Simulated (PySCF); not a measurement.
PySCF input (M06-2X/def2-TZVPD):

```python
from pyscf import gto, scf, dft

mol = gto.M(
    atom='''
    Sn    0.17068257    0.21542416    0.09247207
    O     1.50694485   -1.00880762   -0.60548252
    F    -1.04494135   -0.79635486    1.33529394
    F    -1.24280171    0.49627186   -1.31082095
    ''',
    basis='def2-tzvpd',
    ecp='def2-tzvp',
    charge=-1,
    spin=1,
    verbose=4,
)

mf = dft.UKS(mol, xc='m062x').density_fit(auxbasis='def2-universal-jkfit')
mf.grids.level = 4
mf.conv_tol = 1e-9
mf.max_cycle = 100
mf.max_memory = 1500
mf.kernel()
if not mf.converged:
    mf = mf.newton()
    mf.kernel(mf.make_rdm1())
for _ in range(2):
    mo, _, stable, _ = mf.stability(return_status=True)
    if stable:
        break
    mf.kernel(mf.make_rdm1(mo, mf.mo_occ))
mf.analyze()
```

Output:

```
ECP def2-tzvp not found for  O
ECP def2-tzvp not found for  F
PySCF version 2.14.0

[INPUT] verbose = 4
[INPUT] num. atoms = 4
[INPUT] num. electrons = 49
[INPUT] charge = -1
[INPUT] spin (= nelec alpha-beta = 2S) = 1
[INPUT] symmetry False subgroup None
[INPUT] Mole.unit = angstrom
[INPUT] Symbol           X                Y                Z      unit          X                Y                Z       unit  Magmom
[INPUT]  1 Sn     0.170682570000   0.215424160000   0.092472070000 AA    0.322543311537   0.407092663014   0.174746886472 Bohr   0.0
[INPUT]  2 O      1.506944850000  -1.008807620000  -0.605482520000 AA    2.847713051324  -1.906370114174  -1.144196136011 Bohr   0.0
[INPUT]  3 F     -1.044941350000  -0.796354860000   1.335293940000 AA   -1.974652967733  -1.504892583366   2.523339842391 Bohr   0.0
[INPUT]  4 F     -1.242801710000   0.496271860000  -1.310820950000 AA   -2.348554859041   0.937817898728  -2.477092593842 Bohr   0.0

nuclear repulsion = 190.374947266573
number of shells = 60
number of NR pGTOs = 262
number of NR cGTOs = 176
basis = def2-tzvpd
ecp = def2-tzvp

******** <class 'pyscf.df.df_jk.DFUKS'> ********
method = DFUKS
initial guess = minao
damping factor = 0
level_shift factor = 0
DIIS = <class 'pyscf.scf.diis.CDIIS'>
diis_start_cycle = 1
diis_space = 8
diis_damp = 0
SCF conv_tol = 1e-09
SCF conv_tol_grad = None
SCF max_cycles = 100
direct_scf = False
number electrons alpha = 25  beta = 24
XC library pyscf.dft.libxc version 7.1.2
    S. Lehtola, C. Steigemann, M. J. T. Oliveira, and M. A. L. Marques,  SoftwareX 7, 1–5 (2018)
XC functionals = m062x
    Y. Zhao and D. G. Truhlar,  Theor. Chem. Acc. 120, 215 (2008)
    Y. Zhao and D. G. Truhlar,  Theor. Chem. Acc. 120, 215 (2008)
radial grids:
    Treutler-Ahlrichs [JCP 102, 346 (1995); DOI:10.1063/1.469408] (M4) radial grids

becke partition: Becke, JCP 88, 2547 (1988); DOI:10.1063/1.454033
pruning grids: <function nwchem_prune>
grids dens level: 4
symmetrized grids: False
atomic radii adjust function: <function treutler_atomic_radii_adjust>
small_rho_cutoff = 0
Set gradient conv threshold to 3.16228e-05
tot grids = 118064
******** <class 'pyscf.df.df.DF'> ********
auxbasis = def2-universal-jkfit
init E= -451.869690558479
  alpha nocc = 25  HOMO = -0.721447783812753  LUMO = -0.468314219913
  beta  nocc = 24  HOMO = -0.752529421927558  LUMO = -0.721447783812746

[...]
  beta  nocc = 24  HOMO = -0.133267660796638  LUMO = 0.0616146344438668
  HOMO = -0.129108030451  LUMO = 0.0616146344439  gap/eV = 5.18983
Extra cycle  E= -489.291990902936  delta_E= -1.33e-10  |g|= 1.83e-05  |ddm|= 3.12e-05
converged SCF energy = -489.291990902936  <S^2> = 0.77855734  2S+1 = 2.0283563
uhf_internal: lowest eigs of H = [0.07171081 0.08341812 0.21057607]
<class 'pyscf.df.df_jk.DFUKS'> wavefunction is stable in the internal stability analysis
**** SCF Summaries ****
Total Energy =                        -489.291990902936050
Nuclear Repulsion Energy =             190.374947266572946
One-electron Energy =                -1149.866293324800836
Two-electron Energy =                  470.199355155291869
Two-electron Coulomb Energy =          517.899477761950038
DFT Exchange-Correlation Energy =      -47.700122606658198
HOMO-LUMO gap [eV] =                     5.189828057208731
**** MO energy ****
                             alpha | beta                alpha | beta
MO #1   energy= -25.0037011710419  | -25.0021714284272  occ= 1 | 1
MO #2   energy= -25.0036957503492  | -25.0021657555522  occ= 1 | 1
MO #3   energy= -19.4145387034582  | -19.4051293396662  occ= 1 | 1
MO #4   energy= -5.15608441770715  | -5.15459283133142  occ= 1 | 1
MO #5   energy= -3.47160420635658  | -3.47125972051318  occ= 1 | 1
MO #6   energy= -3.4711684186379   | -3.46934937111787  occ= 1 | 1
MO #7   energy= -3.4671237358372   | -3.46583536283922  occ= 1 | 1
MO #8   energy= -1.08345917531436  | -1.07941964741349  occ= 1 | 1
MO #9   energy= -1.07874077953869  | -1.074305968566    occ= 1 | 1
MO #10  energy= -0.992529045925098 | -0.986940357579097 occ= 1 | 1
MO #11  energy= -0.982042867159266 | -0.980483199883686 occ= 1 | 1
MO #12  energy= -0.981198076949842 | -0.978738727475571 occ= 1 | 1
MO #13  energy= -0.976625919053313 | -0.972554349963813 occ= 1 | 1
MO #14  energy= -0.964213490078541 | -0.96259051426773  occ= 1 | 1
MO #15  energy= -0.80334024802173  | -0.765892967457283 occ= 1 | 1
MO #16  energy= -0.388190776706832 | -0.371712046554556 occ= 1 | 1
MO #17  energy= -0.315072516783633 | -0.306082556342798 occ= 1 | 1
MO #18  energy= -0.299465842469247 | -0.295793982282807 occ= 1 | 1
MO #19  energy= -0.298020338541382 | -0.292581157553988 occ= 1 | 1
MO #20  energy= -0.285880143452781 | -0.281295324774598 occ= 1 | 1
MO #21  energy= -0.277019605060548 | -0.274368950674267 occ= 1 | 1
MO #22  energy= -0.249399694362864 | -0.194041679798641 occ= 1 | 1
MO #23  energy= -0.178867030080027 | -0.147835014955998 occ= 1 | 1
MO #24  energy= -0.170313912574741 | -0.133267660796638 occ= 1 | 1
MO #25  energy= -0.129108030450684 | 0.0616146344438668 occ= 1 | 0
MO #26  energy= 0.149873801300595  | 0.154121847253645  occ= 0 | 0
MO #27  energy= 0.161981619997536  | 0.155445752756854  occ= 0 | 0
MO #28  energy= 0.167415631873122  | 0.157429761826957  occ= 0 | 0
MO #29  energy= 0.187800723988076  | 0.167068245396991  occ= 0 | 0
MO #30  energy= 0.204250835459187  | 0.19718727522921   occ= 0 | 0
MO #31  energy= 0.204562580466338  | 0.202795209373388  occ= 0 | 0
MO #32  energy= 0.222731902165669  | 0.219719802086783  occ= 0 | 0
MO #33  energy= 0.234445307683352  | 0.224520079391214  occ= 0 | 0
MO #34  energy= 0.235936445396693  | 0.233004605628435  occ= 0 | 0
MO #35  energy= 0.263530574108436  | 0.269226542076161  occ= 0 | 0
MO #36  energy= 0.264299735611743  | 0.270532382982059  occ= 0 | 0
MO #37  energy= 0.27463931174444   | 0.278645511591972  occ= 0 | 0
MO #38  energy= 0.285888648469031  | 0.283741103352408  occ= 0 | 0
MO #39  energy= 0.289769701876879  | 0.29338549350106   occ= 0 | 0
MO #40  energy= 0.31308046897451   | 0.311026472660098  occ= 0 | 0
MO #41  energy= 0.314130103697705  | 0.311519805257019  occ= 0 | 0
MO #42  energy= 0.319228970790443  | 0.317213163412249  occ= 0 | 0
MO #43  energy= 0.323151588126181  | 0.319566893626817  occ= 0 | 0
MO #44  energy= 0.360474358235518  | 0.353126949827853  occ= 0 | 0
MO #45  energy= 0.386337891556664  | 0.382956141070959  occ= 0 | 0
MO #46  energy= 0.388372643630937  | 0.385744815683859  occ= 0 | 0
MO #47  energy= 0.420616170553647  | 0.426933071508451  occ= 0 | 0
MO #48  energy= 0.473131800368582  | 0.47250696867303   occ= 0 | 0
MO #49  energy= 0.48056448464472   | 0.480337077255791  occ= 0 | 0
MO #50  energy= 0.489247687563976  | 0.488449906443959  occ= 0 | 0
MO #51  energy= 0.503260969457234  | 0.501017016087979  occ= 0 | 0
MO #52  energy= 0.511679849579068  | 0.505716385805901  occ= 0 | 0
MO #53  energy= 0.547530420780887  | 0.542554541982926  occ= 0 | 0
MO #54  energy= 0.561986312345981  | 0.560100939280628  occ= 0 | 0
MO #55  energy= 0.584431059353191  | 0.579966130446683  occ= 0 | 0
MO #56  energy= 0.624309686236753  | 0.622576859399778  occ= 0 | 0
MO #57  energy= 0.661095853867993  | 0.6577138630449    occ= 0 | 0
MO #58  energy= 0.682253461510929  | 0.675548110573999  occ= 0 | 0
MO #59  energy= 0.702493505592681  | 0.698277420531427  occ= 0 | 0
MO #60  energy= 0.70410540022381   | 0.701347169859563  occ= 0 | 0
MO #61  energy= 0.74570599302712   | 0.739479132365131  occ= 0 | 0
MO #62  energy= 0.757817922771715  | 0.756594227064493  occ= 0 | 0
MO #63  energy= 0.765288854538351  | 0.759810764003499  occ= 0 | 0
MO #64  energy= 0.796423878214221  | 0.794268632472368  occ= 0 | 0
MO #65  energy= 0.818057174804538  | 0.816694941181213  occ= 0 | 0
MO #66  energy= 0.822194658157934  | 0.820724968940399  occ= 0 | 0
MO #67  energy= 0.858191623341492  | 0.854816000600219  occ= 0 | 0
MO #68  energy= 0.860523346512314  | 0.860962009695894  occ= 0 | 0
MO #69  energy= 0.882854475448816  | 0.88224252683432   occ= 0 | 0
MO #70  energy= 0.883776878977509  | 0.883911650524317  occ= 0 | 0
MO #71  energy= 0.939507494992976  | 0.942307137822322  occ= 0 | 0
MO #72  energy= 0.939860913923757  | 0.94583825803505   occ= 0 | 0
MO #73  energy= 0.964407393591217  | 0.96910531638004   occ= 0 | 0
MO #74  energy= 0.980423195973098  | 0.978500107859154  occ= 0 | 0
MO #75  energy= 0.982459601065466  | 0.98478324468189   occ= 0 | 0
MO #76  energy= 1.03036678269722   | 1.03149327730865   occ= 0 | 0
MO #77  energy= 1.06540370359873   | 1.07132728878624   occ= 0 | 0
MO #78  energy= 1.07767380619103   | 1.07816264139244   occ= 0 | 0
MO #79  energy= 1.18547293923348   | 1.17616211570129   occ= 0 | 0
MO #80  energy= 1.18857136993446   | 1.18847251372449   occ= 0 | 0
MO #81  energy= 1.20693642528733   | 1.20707096703088   occ= 0 | 0
MO #82  energy= 1.21851116091467   | 1.21230475692674   occ= 0 | 0
MO #83  energy= 1.21868823727804   | 1.21351799496176   occ= 0 | 0
MO #84  energy= 1.26975689275412   | 1.26955653571748   occ= 0 | 0
MO #85  energy= 1.28572732004963   | 1.28120492872744   occ= 0 | 0
MO #86  energy= 1.29047407865864   | 1.2858594941052    occ= 0 | 0
MO #87  energy= 1.29367042688625   | 1.2950329221218    occ= 0 | 0
MO #88  energy= 1.33600122413677   | 1.33718802658456   occ= 0 | 0
MO #89  energy= 1.3577237891078    | 1.35843385973474   occ= 0 | 0
MO #90  energy= 1.38166719210532   | 1.37832509555556   occ= 0 | 0
MO #91  energy= 1.38548665243387   | 1.3830015776783    occ= 0 | 0
MO #92  energy= 1.41936566544752   | 1.42532111355422   occ= 0 | 0
MO #93  energy= 1.43272561758214   | 1.43419059636009   occ= 0 | 0
MO #94  energy= 1.44059026265802   | 1.44393138625051   occ= 0 | 0
MO #95  energy= 1.48232902849437   | 1.48867432261842   occ= 0 | 0
MO #96  energy= 1.70070329457174   | 1.70221785289582   occ= 0 | 0
MO #97  energy= 1.80175053653432   | 1.8024454376081    occ= 0 | 0
MO #98  energy= 2.0002535534938    | 2.01368097428757   occ= 0 | 0
MO #99  energy= 2.02265338661104   | 2.03614591627314   occ= 0 | 0
MO #100 energy= 2.14444441877054   | 2.15955268019385   occ= 0 | 0
MO #101 energy= 2.14615106812276   | 2.16060022573926   occ= 0 | 0
MO #102 energy= 2.39943009665576   | 2.40460729026757   occ= 0 | 0
MO #103 energy= 2.50108269825655   | 2.50121796112617   occ= 0 | 0
MO #104 energy= 2.50322409058021   | 2.50384639219287   occ= 0 | 0
[...]
```
